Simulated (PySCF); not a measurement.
IrO3, neutral, multiplicity 2. Atoms are numbered in the order given.

```xyz
4

Ir     0.0000     0.0000     0.0291
O      0.0000     0.0000    -1.7230
O      0.0000     1.5653     0.7216
O      0.0000    -1.5653     0.7216
```
Charge 0, spin multiplicity 2.

Geometry optimised at PBE-D3(BJ)/def2-TZVP. The spin state was assumed, not searched. The def2 effective core potentials stand for the cores of Ir; spin–orbit coupling is left out.

The numbers are results of PBE-D3(BJ)/def2-TZVP run with PySCF, not measurements.

Frequencies are harmonic and unscaled.

Question: Give all harmonic wavenumbers and intensities. (Estimate from the structure and the level; the computed values follow.)

Answer: 
```
mode  ν (cm⁻¹)  IR (km/mol)  moving atoms (share of kinetic energy)
----  --------  -----------  --------------------------------------
1          148         15.3                          O 91 %, Ir 9 %
2          199          3.7                         O 80 %, Ir 20 %
3          278          0.5                         O 90 %, Ir 10 %
4          869         40.5                         O 90 %, Ir 10 %
5          910        176.2                         O 89 %, Ir 11 %
6          962         13.7                                  O 99 %
```
